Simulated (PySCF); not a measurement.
# Excitation energy of Ag⁺ by level of theory

Ag⁺ [Kr] 4d10 (1S) → Ag⁺ [Kr] 4d9 5s1 (3D), as a difference of total energies. Computed with PySCF 2.14 in x2c-TZVPPall (8s6p6d2f1g, 79 functions), with scalar relativity by spin-free X2C-1e. Correlated levels: valence: [Kr] frozen. The calculations carry no spin-orbit coupling.

```tsv
method	excitation energy (eV)	error (eV)
UHF	4.369	-0.666
MP2 (valence)	5.348	+0.313
SCS-MP2 (valence)	5.334	+0.299
CCSD (valence)	5.094	+0.059
CCSD(T) (valence)	5.135	+0.100
```

Reference: 5.035 eV (measured; NIST levels, between the centres of gravity of the two terms).

Errors of the correlated levels include the incompleteness of this basis and the frozen core.

The basis was made for the ground configuration and has no added diffuse functions, so the excitation energy can come out too high.
